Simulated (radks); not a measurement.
The numbers below are computed, except where a source is named.
He+, configuration 2p1 (not the ground configuration). Code: a radial shooting solver on a logarithmic mesh with Libxc functionals. Model: Dirac Kohn-Sham, LDA (Slater exchange, Perdew-Wang correlation), spin-unpolarised, spherical densities, finite nucleus; open shells fill j = l - 1/2 first; Gaussian nuclear charge, rms radius 1.6755 fm. Some entries of the table are withheld. Estimate them.

orbital  occ.  eigenvalue (eV)  r(max) (bohr)
1s1/2       0         -48.3930         0.5080
2p1/2       1          -9.4162          2.080
2p3/2       0          -9.4155          2.080
3p1/2       0          -2.8245            (1)
3p3/2       0          -2.8244            (2)
3d3/2       0              (3)          4.921
3d5/2       0              (4)          4.921

Answer. 
(1) 3p1/2 r(max) (bohr): 6.556
(2) 3p3/2 r(max) (bohr): 6.556
(3) 3d3/2 eigenvalue (eV): -2.6778
(4) 3d5/2 eigenvalue (eV): -2.6778
